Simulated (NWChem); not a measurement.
All runs are NWChem calculations. System: H2F2Ge, charge 1, spin multiplicity 2, at the geometry of a parent with another charge or spin, in a state set for the comparison that need not be this species' ground state. Its SCF solution wasn't tested for a lower state. Level: UMP2/def2-SVP, 11 core orbitals frozen.

Job file:

```
start mol
memory heap 200 mb stack 900 mb global 1100 mb
charge 1
geometry units angstroms nocenter noautoz
  Ge     0.000000     0.000000     0.334201
  F     -1.372309     0.000000    -0.717317
  F      1.372309     0.000000    -0.717317
  H      0.000000    -1.318181     1.108642
  H      0.000000     1.318181     1.108642
  symmetry group C2v
end
basis spherical
  * library def2-svp
end
scf
  uhf
  nopen 1
  maxiter 100
  thresh 1e-7
  semidirect memsize 60000000 filesize 0
  # guess.movecs holds the orbitals of an unrestricted PBE0 run
  vectors input guess.movecs output mol.movecs
end
mp2
  freeze core 11
end
task mp2 energy
```

Part of the output:

```
             Northwest Computational Chemistry Package (NWChem) 7.3.0
             --------------------------------------------------------

                                NWChem Input Module
                                -------------------

 Scaling coordinates for geometry "geometry" by  1.889725989
 (inverse scale =  0.529177249)

 Turning off AUTOSYM since
 SYMMETRY directive was detected!

                             Geometry "geometry" -> ""
                             -------------------------

 Output coordinates in angstroms (scale by  1.889725989 to convert to a.u.)

  No.       Tag          Charge          X              Y              Z
 ---- ---------------- ---------- -------------- -------------- --------------
    1 Ge                  32.0000     0.00000000     0.00000000     0.33420100
    2 F                    9.0000    -1.37230900     0.00000000    -0.71731700
    3 F                    9.0000     1.37230900     0.00000000    -0.71731700
    4 H                    1.0000     0.00000000    -1.31818100     1.10864200
    5 H                    1.0000     0.00000000     1.31818100     1.10864200

 Effective nuclear repulsion energy (a.u.)     221.4995802660

            Nuclear Dipole moment (a.u.)
            ----------------------------
        X                 Y               Z
 ---------------- ---------------- ----------------
     0.0000000000     0.0000000000     0.0000188973

      Symmetry information
      --------------------

 Group name             C2v
 Group number             16
 Group order               4
 No. of unique centers     3

      Symmetry unique atoms

     1    2    4


 Summary of "ao basis" -> "" (spherical)
 ------------------------------------------------------------------------------
       Tag                 Description            Shells   Functions and Types
 ---------------- ------------------------------  ------  ---------------------
 *                          def2-svp                  on all atoms

 Summary of "ao basis" -> "ao basis" (spherical)
 ------------------------------------------------------------------------------
       Tag                 Description            Shells   Functions and Types
 ---------------- ------------------------------  ------  ---------------------
 Ge                         def2-svp                12       32   5s4p3d
 F                          def2-svp                 6       14   3s2p1d
 H                          def2-svp                 3        5   2s1p

                                 NWChem SCF Module
                                 -----------------

  ao basis        = "ao basis"
  functions       =    70
  atoms           =     5
  alpha electrons =    26
  beta  electrons =    25
  charge          =   1.00
  wavefunction    = UHF
  use symmetry    = T
  symmetry adapt  = T

 Summary of "ao basis" -> "ao basis" (spherical)
 ------------------------------------------------------------------------------
       Tag                 Description            Shells   Functions and Types
 ---------------- ------------------------------  ------  ---------------------
 Ge                         def2-svp                12       32   5s4p3d
 F                          def2-svp                 6       14   3s2p1d
 H                          def2-svp                 3        5   2s1p

      Symmetry analysis of basis
      --------------------------

        a1         29
        a2          8
        b1         18
        b2         15
[...]
    2 F    9     4.73   1.00  0.57  0.42  1.67  1.08  0.00
    3 F    9     4.73   1.00  0.57  0.42  1.67  1.08  0.00
    4 H    1     0.63   0.49  0.13  0.01
    5 H    1     0.63   0.49  0.13  0.01

   Mulliken analysis of the beta density
   -------------------------------------

    Atom       Charge   Shell Charges
 -----------   ------   -------------------------------------------------------
    1 Ge  32    15.34   1.00  1.00  1.00  0.58  0.06  3.00  2.99  0.44  0.16  4.08  0.90  0.12
    2 F    9     4.69   1.00  0.56  0.42  1.63  1.08  0.00
    3 F    9     4.69   1.00  0.56  0.42  1.63  1.08  0.00
    4 H    1     0.14   0.11  0.02  0.00
    5 H    1     0.14   0.11  0.02  0.00

   Mulliken analysis of the spin density
   -------------------------------------

    Atom       Charge   Shell Charges
 -----------   ------   -------------------------------------------------------
    1 Ge  32    -0.06  -0.00 -0.00 -0.00 -0.12 -0.07  0.00  0.00  0.12 -0.03  0.01 -0.00  0.04
    2 F    9     0.04  -0.00  0.00 -0.00  0.04 -0.00 -0.00
    3 F    9     0.04  -0.00  0.00 -0.00  0.04 -0.00 -0.00
    4 H    1     0.49   0.38  0.11  0.01
    5 H    1     0.49   0.38  0.11  0.01

       Multipole analysis of the density wrt the origin
       ------------------------------------------------

     L   x y z        total         alpha         beta         nuclear
     -   - - -        -----         -----         ----         -------
     0   0 0 0      1.000000    -26.000000    -25.000000     52.000000

     1   1 0 0     -0.000000      0.000000     -0.000000      0.000000
     1   0 1 0      0.000000      0.000000      0.000000      0.000000
     1   0 0 1      2.406100      0.390764      2.015317      0.000019

     2   2 0 0    -21.644470    -71.796917    -70.900118    121.052566
     2   1 1 0     -0.000000     -0.000000     -0.000000      0.000000
     2   1 0 1     -0.000000     -0.000000     -0.000000      0.000000
     2   0 2 0    -13.391544    -16.243970     -9.557744     12.410171
     2   0 1 1     -0.000000     -0.000000      0.000000      0.000000
     2   0 0 2    -16.181677    -37.354128    -33.443586     54.616037

                   NWChem MP2 Semi-direct Energy/Gradient Module
                   ---------------------------------------------

  Basis functions       =     70
  Molecular orbitals    =     70
  Frozen core           =     11
  Frozen virtuals       =      0
  Active alpha occupied =     15
  Active beta occupied  =     14
  Active alpha virtual  =     44
  Active beta virtual   =     45
  Use MO symmetry       = T
  Use skeleton AO sym   = T

  AO/Fock/Back tols     =   1.0D-09  1.0D-09  1.0D-09

 GA uses MA = F    GA memory limited = T

 Available:
  local mem=  1.26D+08
 global mem=  1.44D+08
 local disk=  0.00D+00
  mp2_memr nvloc                    44
  nvloc new                    44
   1 passes of  15:        3145728                      26826                   5519720.
   1 passes of  15: M    126152533           G      144169400           F     123006805.

 Semi-direct pass number   1 of   1  for UHF alpha       at        1.1s
  vrange nnbf                  2456
  mp2_eaftype                    21  avail_ma_in_mb                  1099
 EAF : mp2_eaftype filesize          21    2759860.
  mp2_eaf for mointskh                     21
Node 0 wrote     13.0 Mb in      0.0 s     Agg I/O rate:  1647.9 Mb/s
 Done moints_semi at        2.7s
  mp2_eaftype                    21  avail_ma_in_mb                  1078
 EAF : mp2_eaftype filesize          21    2759860.
  mp2_eaf for kh                    21
 Done maket at        2.8s
 Done multipass loop at        2.8s

 GA uses MA = F    GA memory limited = T

 Available:
  local mem=  1.26D+08
 global mem=  1.44D+08
 local disk=  0.00D+00
  mp2_memr nvloc                    45
  nvloc new                    45
   1 passes of  14:        3145728                      26061                   5269208.
   1 passes of  14: M    126152533           G      144169400           F     123006805.

 Semi-direct pass number   1 of   1  for UHF beta        at        2.8s
  vrange nnbf                  2456
  mp2_eaftype                    20  avail_ma_in_mb                  1099
 EAF : mp2_eaftype filesize          20    2634604.
  mp2_eaf for mointskh                     20
Node 0 wrote     12.4 Mb in      0.0 s     Agg I/O rate:  1977.7 Mb/s
 Done moints_semi at        4.3s
  mp2_eaftype                    20  avail_ma_in_mb                  1079
 EAF : mp2_eaftype filesize          20    2634604.
  mp2_eaf for kh                    20
 Done maket at        4.4s
 Done multipass loop at        4.4s

          -------------------------------------------
          SCF energy               -2274.573383092963
          Correlation energy          -0.601361465699
          Singlet pairs                0.000000000000
          Triplet pairs                0.000000000000
          Total MP2 energy         -2275.174744558662
          -------------------------------------------

          ---------------------------------------------------
                    Spin Component Scaled (SCS) MP2
          Same spin pairs                     -0.175552192957
          Same spin scaling factor             0.333333333333
          Opposite spin pairs                 -0.425809272742
          Opposite spin scaling fact.          1.200000000000
          SCS-MP2 correlation energy          -0.569488524943
          Total SCS-MP2 energy             -2275.142871617906
          ---------------------------------------------------

 -----------------------
 Performance information
 -----------------------

 Timer overhead =  1.25D-07 seconds/call

               Nr. of calls         CPU time (s)                 Wall time (s)                GFlops
             ---------------    -------------------     ------------------------------   -------------------
Name         Min   Avg   Max    Min     Avg     Max     Min     Avg     Max   Mx/calls   Min     Max     Sum
mp2: moin     2     2     2    3.1     3.1     3.1      3.1     3.1     3.1     1.6      0.0     0.0     0.0
mp2: make     2     2     2   0.16    0.16    0.16     0.16    0.16    0.16    8.23E-2   0.0     0.0     0.0
mp2: tota     1     1     1    3.3     3.3     3.3      3.3     3.3     3.3     3.3      0.0     0.0     0.0

 The average no. of pstat calls per process was 5.00D+00
 with a timing overhead of 6.24D-07s

 Task  times  cpu:        4.4s     wall:        4.4s

 Total times  cpu:        4.4s     wall:        4.4s
```
